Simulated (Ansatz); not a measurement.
Cost and result up the ladder for perfluoropentacene, `Fc1c(F)c(F)c2c(F)c3c(F)c4c(F)c5c(F)c(F)c(F)c(F)c5c(F)c4c(F)c3c(F)c2c1F` (36 atoms). The state is a singlet with charge 0. Geometry: r2SCAN-D4/def2-SVP.

Ansatz on 8 threads of Intel Xeon Platinum 8259CL on a shared host. Times are rough, and most runs start from the orbitals of an earlier one. No level here is sound enough to serve as a yardstick. Binding counts from free atoms at the same level (F doublet, C triplet; other spins of the atoms weren't run), without zero-point energy or a counterpoise term.

Single mean-field runs in def2-SVP, def2-TZVP are fitted with def2-universal-jkfit.

| level | functions | binding energy per atom (eV) |
| --- | --- | --- |
| HF/STO-3G | 180 | 3.94 |
| PBE-D4/def2-TZVP | 1116 | 5.94 |
| PBE-D4/def2-SVP (with forces) | 504 | 6.11 |
| r2SCAN-D4/def2-SVP (with forces) | 504 | 5.78 |
| BHLYP-D4/def2-SVP | 504 | 5.36 |
| PBE0-D4/def2-TZVP | 1116 | 5.69 |
| PBE0-D4/def2-SVP | 504 | 5.84 |

Estimate how long each takes.

HF/STO-3G 8 s; PBE-D4/def2-SVP (with forces) 16 s; r2SCAN-D4/def2-SVP (with forces) 26 s; PBE0-D4/def2-SVP 34 s; BHLYP-D4/def2-SVP 42 s; PBE-D4/def2-TZVP 45 s; PBE0-D4/def2-TZVP 2.8 min. On shared hardware such times vary by a factor of up to 3.
